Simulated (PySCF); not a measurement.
## GeP⁺: one state, many levels of theory

State: ³Σ⁻ (triplet), unpaired electrons π ↑↑. Set-up: Ge def2-SVP, P def2-SVP; no relativity (PySCF 2.14). De refers to Ge⁺ + P in their high-spin ground configurations, without counterpoise correction. The functionals are run spin-unrestricted. A positive dipole points towards P; it is taken about the centre of mass and depends on that origin.

```
      Level  Re (Å)  ωe (cm⁻¹)  De (eV)  μ (D)
        UHF   2.305        390     1.09  -0.57
    UHF-MP2   2.297        405     1.95    n/a
UHF-SCS-MP2   2.307        391     1.87    n/a
   UHF-CCSD   2.319        381     1.96    n/a
UHF-CCSD(T)   2.327        375     2.09    n/a
        PBE   2.346        370     3.00   0.30
     revPBE   2.355        365     2.81   0.23
       PW91   2.345        371     3.04   0.32
     r²SCAN   2.318        385     2.73   0.22
      M06-L   2.332        383     2.76  -0.36
       PBE0   2.313        393     2.69   0.08
```

(1) Which functional lies closest to UHF-CCSD(T) in De, which farthest, and by how much do they differ from it?

(2) What does the step from GGA to meta-GGA do here, going from PBE to r²SCAN?

(3) What does second-order correlation do here, going from UHF to UHF-MP2?

Correlated steps freeze 14 core orbitals. Correlated levels converge slowly with the basis: in double zeta they bind strong bonds too weakly, by up to about 1 eV, and carry superposition errors of some tenths. Spin–orbit coupling is left out. For an ion De counts to the pair picked by the measured ionisation energies or electron affinities, which need not be the lowest pair at this level. The state is the lowest determinant that a PBE0 search found; another state may lie lower at other levels.

The whole job (state search and all levels along the bond) took about 2.1 min on 1 thread of Oxide Virtual Turin-like (shared host), peak memory 0.58 GiB.

## Answers

(1) Closest is PBE0 (-1.4 pm in Re, +4.8 % in ωe, +0.60 eV in De against UHF-CCSD(T) in the same basis), farthest PW91 (+1.8 pm in Re, -1.1 % in ωe, +0.95 eV in De). CCSD(T) converges more slowly with the basis than the functionals do and binds too weakly in this one, so the order can change at the basis-set limit.

(2) r²SCAN less PBE: -2.8 pm in Re, +4.1 % in ωe, -0.27 eV in De. 

(3) UHF-MP2 less UHF: -0.8 pm in Re, +3.8 % in ωe, +0.86 eV in De. Correlation nearly always deepens the well. The bond shortens, as in weak, metallic or heavy-atom bonds, where dispersion and the correlation of outer-core electrons pull the atoms together.
